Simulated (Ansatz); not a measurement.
Basis-set extrapolation for `CC[CH2][AlH][CH3]` (PBE0-D4/def2-TZVP geometry, frozen core, Ansatz 0.2.0). Multiplicity 1, RHF reference.

```
                      def2-TZVPP   def2-QZVPP
                 HF  -399.857628  -399.872418
    MP2 correlation    -0.795945    -0.845975
CCSD(T) correlation    -0.890443      not run
```

Energies in hartree. Use E(X) = E(∞) + A·exp(−7.88·√X) for Hartree–Fock and E(X) = E(∞) + B·X^(−2.97) for correlation, with X = 3 and 4, and add CCSD(T) minus MP2 of the smaller set to the MP2 limit.

Problem. What is the CCSD(T) energy at the basis-set limit?

Solution. HF limit: -399.872418 + (-0.014790) × 0.13774 = -399.87446. MP2 limit: -0.845975 + (-0.050030) × 0.74074 = -0.88303. Higher-order term: -0.890443 − (-0.795945) = -0.09450. Total: -400.85199 hartree, 272.8 kJ/mol below CCSD(T)/def2-TZVPP.
